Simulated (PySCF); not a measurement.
**Spinor energies of Yb⁶⁷⁺ (ytterbium, charge +67)**

Start: [He] 2s1; 2s1/2 filled at m_j = +1/2. Calculated with PySCF 2.14 in an uncontracted even-tempered set (16 s from 52 bohr⁻², ratio 2.4; 13 p from 68 bohr⁻², ratio 2.4; 5 d from 210 bohr⁻², ratio 2.6; 4 f from 310 bohr⁻², ratio 2.6): generalised Hartree-Fock with the X2C-1e Hamiltonian and a Gaussian nucleus; one run each with spin-orbit coupling (SO) switched off, then screened by Boettger's factors.

| spinor shell | electrons | ε, spin-free (eV) | ε, screened SO (eV) | weight of nominal j (screened SO) | rms radius, screened SO (bohr) |
| --- | --- | --- | --- | --- | --- |
| 1s1/2 | 2 | -69864.5 | -69864.5 | 1.000 | 0.0222 |
| 2s1/2 | 1 | -17387.0 | -17387.0 | 1.000 | 0.0855 |

| quantity | spin-free | screened SO |
| --- | --- | --- |
| E (hartree) | -5856.11716 | -5856.11716 |
| M_J | 1/2 | 1/2 |
| ⟨J²⟩ | 0.750 | 0.750 |
| ⟨L²⟩ | 0.000 | 0.000 |
| ⟨S²⟩ | 0.750 | 0.750 |

Each row is a mean over spinors that exchange with the open shell spreads, by up to 61.008 eV (1s1/2).

Breit and QED terms are absent; they matter most for the inner s and p1/2 levels.

Densities and radii are taken from the X2C orbitals without a picture-change correction, which distorts them close to the nucleus.

Without spin-orbit coupling the j labels of p, d and f shells carry no meaning; the spin-free column gives the mean over the occupied spinors of each nl shell.
